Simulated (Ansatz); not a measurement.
Consider the ligand exchange at the Si–N bond: `C[SiH2]N(C)[SiH3]` + H₂Te → `C[SiH2][TeH]` + `CN[SiH3]`.

Gas-phase electronic energies from Ansatz, PBE0-D4/def2-TZVP geometries. CBS: MP2 limit from def2 TZ/QZ plus the TZ coupled-cluster correction, frozen cores. Functionals use def2-TZVPP. HSE06 is defined as in plane-wave codes. def2 core potentials past Kr. For Te outer-core shells are correlated without core-valence functions, which leaves a few kJ/mol of doubt a bond. Each species was taken in one conformer, which may not be the lowest.

Question: Is it downhill or uphill in electronic energy at CCSD(T)/CBS, and by how much? (Best estimate.)

Answer: The calculation gave: Downhill: ΔE = -5.9 kJ/mol.

Question: What do these levels give: PBE0-D4, r2SCANh-D4, r2SCAN0-D4, HSE06-D4, BHLYP-D4, CAM-B3LYP-D4, PBE-QIDH, revPBE, RPA@PBE/def2-TZVPP, MP2/def2-SVP, HF/def2-QZVPP, CCSD/CBS(def2)? (Best estimate.)

Answer: Ansatz gave: PBE0-D4 -12.4, r2SCANh-D4 -7.6, r2SCAN0-D4 -8.0, HSE06-D4 -13.1, BHLYP-D4 -1.6, CAM-B3LYP-D4 2.0, PBE-QIDH -9.9, revPBE -23.8, RPA@PBE/def2-TZVPP 5.6, MP2/def2-SVP -0.9, HF/def2-QZVPP -4.4, CCSD/CBS(def2) -6.2 kJ/mol.

Question: What do rigid-rotor, harmonic-oscillator terms from PBE0-D4/def2-TZVP frequencies (298.15 K, 1 bar) make of the CCSD(T)/CBS value? (An estimate is asked.)

Answer: The calculation gave: ΔZPE = +11.7 kJ/mol, ΔH = +4.2 kJ/mol, ΔS = 8 J/(mol·K), ΔG = +1.7 kJ/mol. Modes under 50 cm⁻¹ make the entropy rough.

Largest T1 diagnostic among the species: 0.010.

At CCSD(T), def2-SVP lies +7.9 kJ/mol from the extrapolated value and def2-TZVPP +7.3 kJ/mol. From BLYP to BHLYP (50 % exact exchange), in def2-TZVPP and without D4, ΔE moves by +6.5 kJ/mol. The D4 term adds +7.7 kJ/mol with B3LYP and +4.6 kJ/mol with PBE0; it sums over pairs of atoms, weighted by their polarisabilities, and B3LYP, whose exchange is more repulsive, gets the larger term.

B3LYP here is the variant with VWN-RPA as its local correlation; programs differ in this.
